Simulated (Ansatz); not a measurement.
Coupled-cluster diagnostics for [closo-1-(I)B5H4]2- (B₅H₄I²⁻), Ansatz.

Geometry of the singlet (PBE0-D4/def2-SVPD):

Cartesian coordinates in Å:
```
B -0.0885 -1.0698 -0.0114
B -0.6517 0.5860 -0.6196
B 0.9095 0.0366 -0.7393
B -1.0810 -0.0440 0.8783
B 0.5153 0.4741 0.8133
I 2.6439 0.1130 -2.1435
H -0.1070 -2.2930 -0.0920
H -1.3111 1.2617 -1.4019
H -2.0289 -0.0864 1.6452
H 1.1995 1.0217 1.6708
```

In the def2 sets I takes a core potential; there is no spin–orbit coupling. Correlated methods freeze 9 core orbitals; core or outer-core shells of I are correlated, in sets that lack core-valence functions. A multiply charged anion in the gas phase is held together partly by the finite basis. Another isomer (singlet) lies 0.12 eV lower at PBE0-D4/def2-TZVPD; other spin states weren't run for this one.

(1) Estimate the CCSD(T) correlation energy, the shares of MP2 and (T), T1 and the reference's ⟨S²⟩ for: charge -2, singlet, own geometry in def2-SVPD; and the rough time on 4 threads of Arm Neoverse V2 on a shared host.

## Answers

(1) 
```
                           state      basis  correlation (eV)  MP2 share (%)  (T) share (%)     T1  ⟨S²⟩ (pure)  wall time          remarks
charge -2, singlet, own geometry  def2-SVPD           -19.440           90.5            5.0  0.013  0.00 (0.00)       41 s  HOMO above zero
```
Customary marks for T1 are 0.02 (closed shells), 0.045 (open shells) and about 0.05 (3d metals). T1 stays under 0.02 throughout.
